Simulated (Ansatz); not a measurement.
Al4. The state is a triplet with charge 0. Geometry PBE-D4/def2-TZVPD, that of the charge -1 doublet; atoms count from 1.

```csv
atom,x (Å),y (Å),z (Å)
Al1,1.482,-0.591,-0.172
Al2,-1.482,0.591,0.172
Al3,-0.045,-0.663,1.891
Al4,0.045,0.663,-1.891
```

The structure comes from a short search, and lower isomers may exist.

Question: Estimate the Mulliken populations from the PBE0/def2-TZVPD orbitals of Ansatz.

Answer: 
```csv
atom,charge (e),spin (α − β)
Al1,0.05,0.77
Al2,0.05,0.77
Al3,-0.05,0.23
Al4,-0.05,0.23
```
Mulliken values and Mayer orders depend strongly on the basis. With diffuse functions, as here, like atoms can get unlike values, and bond orders can come out too low or too high.

Question: Where does the spin sit?

Answer: Summed by element: Al 2.00, of 2 unpaired in all. Largest on single atoms: Al1 0.77, Al2 0.77, Al4 0.23.

Question: And the Mayer bond orders between bonded heavy atoms (over 0.3)?

Answer: Al1–Al3 0.78 (2.57 Å); Al1–Al4 0.77 (2.57 Å); Al2–Al3 0.77 (2.57 Å); Al2–Al4 0.78 (2.57 Å). Values over 0.3 also appear between atoms too far apart for a bond (Al1–Al2 0.53 at 3.21 Å; Al3–Al4 0.51 at 4.01 Å); they arise where an orbital or an unpaired electron spreads over both atoms.
